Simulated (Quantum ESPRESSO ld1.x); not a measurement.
Values are calculated unless marked as measured or tabulated.
Te45+, configuration [He] 2s2 2p3 (the NIST ground configuration). Code: ld1.x of Quantum ESPRESSO 7.5. Model: non-relativistic Kohn-Sham, LDA (Slater exchange, VWN5 correlation), spin-polarised, spherical densities, point nucleus; open shells are filled with parallel spins first; relativity is left out, which matters for an element this heavy.

Normalised radial functions P(r) = r R(r), r in bohr:

r	2s down	2p up	2p down
0.00229	0.5075	0.0178	0.0178
0.002775	0.5992	0.0259	0.0258
0.003362	0.7033	0.0374	0.0373
0.004074	0.8197	0.0539	0.0537
0.004936	0.9470	0.0774	0.0771
0.005981	1.0822	0.1105	0.1102
0.007246	1.2199	0.1571	0.1566
0.00878	1.3515	0.2217	0.2210
0.01064	1.4642	0.3102	0.3092
0.01289	1.5405	0.4299	0.4285
0.01562	1.5575	0.5885	0.5866
0.01893	1.4881	0.7940	0.7914
0.02293	1.3029	1.0527	1.0492
0.02779	0.9752	1.3665	1.3617
0.03367	0.4888	1.7292	1.7229
0.04079	-0.1512	2.1221	2.1140
0.04943	-0.9068	2.5099	2.5000
0.05989	-1.6989	2.8394	2.8283
0.07257	-2.4097	3.0445	3.0340
0.08793	-2.9020	3.0601	3.0527
0.1065	-3.0588	2.8453	2.8433
0.1291	-2.8340	2.4084	2.4129
0.1564	-2.2885	1.8200	1.8298
0.1895	-1.5833	1.1991	1.2111
0.2296	-0.9157	0.6692	0.6798
0.2782	-0.4286	0.3054	0.3125
0.3371	-0.1559	0.1093	0.1128
0.4085	-0.0419	0.0291	0.0304

2s down: eigenvalue -7700.6 eV, 1 radial node at r = 0.0391 bohr, <r> = 0.121 bohr, 90 % of the charge inside 0.185 bohr. 2p up: eigenvalue -7588.7 eV, 0 radial nodes, <r> = 0.102 bohr, 90 % of the charge inside 0.164 bohr. 2p down (empty): eigenvalue -7516.7 eV, 0 radial nodes, <r> = 0.103 bohr, 90 % of the charge inside 0.165 bohr.
